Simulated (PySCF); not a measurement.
SMILES N[SiH2]C(=O)O, singlet (PBE/def2-SVP optimised geometry):

```
10

N      1.430    -1.203     0.000
Si    -0.303    -1.203     0.000
C     -0.659     0.703     0.000
O      0.196     1.531     0.270
O     -1.939     1.040    -0.288
H      1.845    -0.337     0.362
H      1.984    -2.024     0.246
H     -0.890    -1.863    -1.216
H     -1.009    -1.779     1.207
H     -1.984     2.024    -0.225
```

Level of theory: PBE/def2-TZVP run with PySCF 2.14.0.

Problem. What are the frontier orbital energies and the dipole moment?

Solution. HOMO-2 -7.98 eV, HOMO-1 -6.46 eV, HOMO -6.14 eV, LUMO -1.80 eV, LUMO+1 -0.58 eV; dipole moment 0.78 D.

Meta-Löwdin charges at PBE/def2-TZVP: N1 -0.71, Si2 0.64, C3 0.29, O4 -0.42, O5 -0.43, H6 0.25, H7 0.24, H8 -0.09, H9 -0.11, H10 0.34.
